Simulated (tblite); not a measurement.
Run record: tight-binding relaxation, `CCC#[N+][B@H-](C)/C=C/F`.

Computed with GFN2-xTB geometry optimisation, gas phase (tblite 0.8.0). Start geometry: from a force field or distance geometry. The command runs a driver script over a list of jobs; the input below is this job's line of settings and its coordinates in Å.

Command:
```bash
OMP_NUM_THREADS=1 python probes_run.py task.json out
```

Input:
```
{"job": {"kind": "relax", "xc": "GFN2-xTB", "basis": "xTB"}, "charge": 0, "multiplicity": 1}
C      3.508500    -0.306500    -0.353500
C      2.627500     0.904600    -0.171000
C      1.257800     0.429600    -0.031500
N      0.147800     0.078100     0.070500
B     -1.283000    -0.377000     0.243800
C     -1.558700    -1.456900    -0.867100
C     -2.205200     0.879700     0.200700
C     -3.355400     0.968200    -0.401400
F     -4.027600     2.150700    -0.319200
H      2.982000    -1.012900    -1.031000
H      4.485200    -0.075300    -0.799900
H      3.633400    -0.812700     0.624100
H      2.665400     1.616200    -0.991700
H      2.976200     1.418900     0.775900
H     -1.414200    -0.885900     1.317800
H     -1.045500    -1.292000    -1.811800
H     -2.631900    -1.665200    -1.053300
H     -1.174500    -2.439300    -0.444300
H     -1.843700     1.768600     0.755100
H     -3.749300     0.119700    -0.944200
```

Output:
```
step      E/eV     max force
  0    -741.84697    2.499
  1    -741.97547    5.039
  2    -742.04059    2.873
  3    -742.15564    1.025
  4    -742.21147    0.476
  5    -742.27466    1.119
  6    -742.30116    0.289
  7    -742.31002    0.202
  8    -742.32251    0.331
  9    -742.32911    0.236
... (67 lines left out)
 77    -742.40079    0.019
 78    -742.40085    0.021
 79    -742.40091    0.030
 80    -742.40098    0.026
 81    -742.40104    0.017
 82    -742.40108    0.018
 83    -742.40113    0.021
 84    -742.40118    0.025
 85    -742.40123    0.017
 86    -742.40126    0.010
```

«max force» is the largest atomic force in eV/Å.

Q: From which step on does the largest force stay under 0.1 eV/Å, and how much energy is left to gain from there?

A: From step 35 (0.065 eV/Å), 11.5 meV above the end.

Summary of the converged run: energy lowered by 12.8 kcal/mol over 86 steps; largest atomic force 0.010 eV/Å at the end.

Q: Estimate the wall time. Hardware: an Arm Neoverse N1 with one thread, no GPU, on a shared host.

A: About 1.0 s.
Labels such as C1 count atoms from 1, the log's own numbers from 0.
